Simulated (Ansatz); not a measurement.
Ansatz (a program for electronic structure) input (CCSD(T)/def2-SVPD):

Ansatz 0.2 input:
```yaml
crystal:
  periodic: [false, false, false]
  atoms:
    - {symbol: Si, position_ang: [-0.03514772, -0.74542957, 0.00249392]}
    - {symbol: Br, position_ang: [0.15540852, 0.59731021, -1.78754132]}
    - {symbol: Br, position_ang: [-0.08191809, 0.54759251, 1.81678731]}
    - {symbol: N, position_ang: [1.33987864, -1.76618162, -0.18921778]}
    - {symbol: N, position_ang: [-1.41350687, -1.71596770, 0.04752970]}
    - {symbol: H, position_ang: [2.23068219, -1.36608665, 0.10831877]}
    - {symbol: H, position_ang: [-1.49606120, -2.51607636, -0.56016988]}
    - {symbol: H, position_ang: [-2.29931991, -1.37837263, 0.38514288]}
basis:
  gaussian:
    orbitals: def2-SVPD
magnetization: {spin_polarized: true, initial_magnetization: 1}
correlation: {method: ccsd_t, electrons: outside_noble_gas}
output: {forces: true}
```

Output:

```
Functional definition: HF
integrals: 0.98 GiB planned
1641 factors; integrals over basis functions are off by at most 1.1e-3 eV
mean field: 2.02 GiB planned
mean field evaluation 1: about -150848.7050 eV, gradient 2.6e1 eV
mean field evaluation 2: about -150848.7218 eV, gradient 2.6e1 eV
mean field evaluation 4: about -150852.5938 eV, gradient 2.9e0 eV
mean field evaluation 8: about -150852.7540 eV, gradient 2.5e-1 eV
mean field evaluation 16: about -150848.7022 eV, gradient 2.6e1 eV
mean field evaluation 32: about -150841.8203 eV, gradient 3.4e1 eV
mean field evaluation 64: about -150851.4961 eV, gradient 3.6e-2 eV
mean field evaluation 96: about -150848.6506 eV, gradient 5.6e0 eV
mean field -150852.75692064 eV, -5543.7365651624 hartree, gradient 2.3e-6 eV, S^2 0.759651; 5 other end points of the search recorded, 0 dependent functions left out
determinant -150852.75692064 eV, -5543.7365651624 hartree, with singles and doubles -150872.10584843 eV, -5544.4476251434 hartree
determinant -150851.49607839 eV, -5543.6902300642 hartree, with singles and doubles -150870.87123664 eV, -5544.4022539971 hartree
35 core orbitals not correlated
reference -150852.75692064 eV, -5543.7365651624 hartree; 16, 15 occupied and 119, 120 virtual orbitals, 1641 factors
densities: 5.18 GiB planned
second order -18.08099572 eV of doubles, -0.00000000 eV of singles
coupled cluster: 2.95 GiB planned
cycle   1  -19.32366359 eV  change   -5.7e-1 eV  update   3.0e-2
cycle   2  -19.35852922 eV  change   -3.5e-2 eV  update   7.7e-3
cycle   3  -19.36261135 eV  change   -4.1e-3 eV  update   3.9e-3
cycle   4  -19.36405829 eV  change   -1.4e-3 eV  update   1.6e-3
cycle   5  -19.36466406 eV  change   -6.1e-4 eV  update   9.3e-4
cycle   6  -19.36526346 eV  change   -6.0e-4 eV  update   5.5e-4
cycle   7  -19.36541270 eV  change   -1.5e-4 eV  update   3.3e-4
cycle   8  -19.36540586 eV  change    6.8e-6 eV  update   2.5e-4
cycle   9  -19.36537503 eV  change    3.1e-5 eV  update   2.0e-4
cycle  10  -19.36535715 eV  change    1.8e-5 eV  update   1.4e-4
cycle  11  -19.36538003 eV  change   -2.3e-5 eV  update   8.3e-5
cycle  12  -19.36537837 eV  change    1.7e-6 eV  update   3.8e-5
cycle  13  -19.36538299 eV  change   -4.6e-6 eV  update   1.6e-5
cycle  14  -19.36538190 eV  change    1.1e-6 eV  update   6.6e-6
cycle  15  -19.36538263 eV  change   -7.4e-7 eV  update   3.2e-6
cycle  16  -19.36538276 eV  change   -1.3e-7 eV  update   1.5e-6
cycle  17  -19.36538305 eV  change   -2.9e-7 eV  update   8.4e-7
cycle  18  -19.36538318 eV  change   -1.3e-7 eV  update   4.1e-7
perturbative correction -0.63383002 eV, -0.0232928236 hartree
the calculation of the forces begins
Total energy: -150872.75613384 eV, -5544.4715226915 hartree
Atom 0 at    -0.035148    -0.745430     0.002494 Å, force    -0.083909     0.671541     0.030572 eV/Å
Atom 1 at     0.155409     0.597310    -1.787541 Å, force     0.021435     0.126074    -0.154997 eV/Å
Atom 2 at    -0.081918     0.547593     1.816787 Å, force    -0.009807     0.107715     0.160686 eV/Å
Atom 3 at     1.339879    -1.766182    -0.189218 Å, force     0.377571    -0.543692    -0.139962 eV/Å
Atom 4 at    -1.413507    -1.715968     0.047530 Å, force    -0.254419    -0.236270     0.125802 eV/Å
Atom 5 at     2.230682    -1.366087     0.108319 Å, force     0.322920     0.068346     0.067672 eV/Å
Atom 6 at    -1.496061    -2.516076    -0.560170 Å, force    -0.036582    -0.292710    -0.209116 eV/Å
Atom 7 at    -2.299320    -1.378373     0.385143 Å, force    -0.337208     0.098995     0.119343 eV/Å
Dipole moment:    -0.188300    -0.188019     0.065552 e Å
```

It need not be the lowest isomer of its formula.
